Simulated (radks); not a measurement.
Q: The table gives one normalised radial function P(r) = r R(r) of Ga2+ in [Ne] 3s2 3p5.5 3d10 4s1 4p0.5 (r in bohr). All-electron calculation, scalar-relativistic Kohn-Sham, PW91, spin-polarised, spherical densities, finite nucleus; open shells are filled with parallel spins first; Fermi nuclear charge, rms radius 3.9973 fm. Program: a radial shooting solver on a logarithmic mesh with Libxc functionals.

r,P
0.005445,0.0628
0.00709,0.0769
0.009307,0.0929
0.01222,0.1094
0.01603,0.1242
0.02088,0.1335
0.02741,0.1327
0.03597,0.1146
0.04684,0.0742
0.06148,0.0055
0.0807,-0.0849
0.1059,-0.1762
0.1379,-0.2287
0.181,-0.2003
0.2376,-0.0624
0.3094,0.1456
0.4062,0.3337
0.5331,0.3620
0.6998,0.1618
0.9112,-0.1923
1.196,-0.5633
1.57,-0.7738
2.044,-0.7501
2.683,-0.5369
3.522,-0.2605
4.623,-0.0832
6.019,-0.0172
7.901,-0.0018

Which n and l does it have? It may be an empty orbital.

A: n = 4, l = 0: the number of nodes gives n - l - 1 = 3, the rise at small r (about r^(l+1)) gives l, and the extent must fit the shell. The curve is that of 4s down; the table hardly tells the two spins apart. 4s down (empty): eigenvalue -26.861 eV, 3 radial nodes at r = 0.0626, 0.259, 0.796 bohr, <r> = 2.01 bohr, 90 % of the charge inside 2.96 bohr.
